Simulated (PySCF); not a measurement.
# Constants of RbF, step by step

State: ¹Σ⁺, singlet, closed shell. De refers to Rb + F. RHF-based CCSD(T) in PySCF 2.14 with Rb cc-pwCVDZ-X2C, F aug-cc-pVDZ-DK and Rb cc-pwCVTZ-X2C, F aug-cc-pVTZ-DK (frozen core orbitals: 15; spin-free X2C with a Gaussian nucleus). Correlation energies are extrapolated as n⁻³ (n = 2, 3), Hartree–Fock as (n+1)·exp(−9√n). CV is the change on freezing 14 orbitals instead, in Rb cc-pwCVTZ-X2C, F cc-pCVTZ-DK.

```csv
Level,Re (Å),ωe (cm⁻¹),ωexe (cm⁻¹),αe (cm⁻¹),De (eV)
CCSD(T)/DZ,2.3227,355.8,1.88,0.00154,4.785
CCSD(T)/TZ,2.2878,372.1,1.94,0.00150,4.989
HF/CBS,2.3099,363.9,1.86,0.00147,3.084
MP2/CBS,2.2789,374.2,1.95,0.00150,5.410
CCSD/CBS,2.2797,378.1,1.95,0.00148,4.916
CCSD(T)/CBS,2.2782,377.9,1.96,0.00148,5.080
CCSD(T)/CBS+CV,2.2778,378.0,1.96,0.00148,5.088
```

Task: How much is left between CCSD(T)/TZ and the basis-set limit, and how much do the triples give at the limit?

Result: CCSD(T)/CBS less CCSD(T)/TZ: -9.6 mÅ in Re, +5.8 cm⁻¹ in ωe and +0.091 eV in De. CCSD(T)/CBS less CCSD/CBS: -1.5 mÅ in Re, -0.2 cm⁻¹ in ωe and +0.164 eV in De.

Task: What do the later terms add?

Result: CV: -0.4 mÅ in Re, +0.1 cm⁻¹ in ωe and +0.008 eV in De, each against the row above.

The T1 diagnostic is 0.016. The open-shell atoms are computed with UHF. Spin–orbit coupling, excitations beyond (T) and corrections to the Born–Oppenheimer picture are left out.

The whole job (state search and all basis sets along the bond) took about 11 min on 4 threads of Arm Neoverse N1 (shared host), peak memory 4.3 GiB.
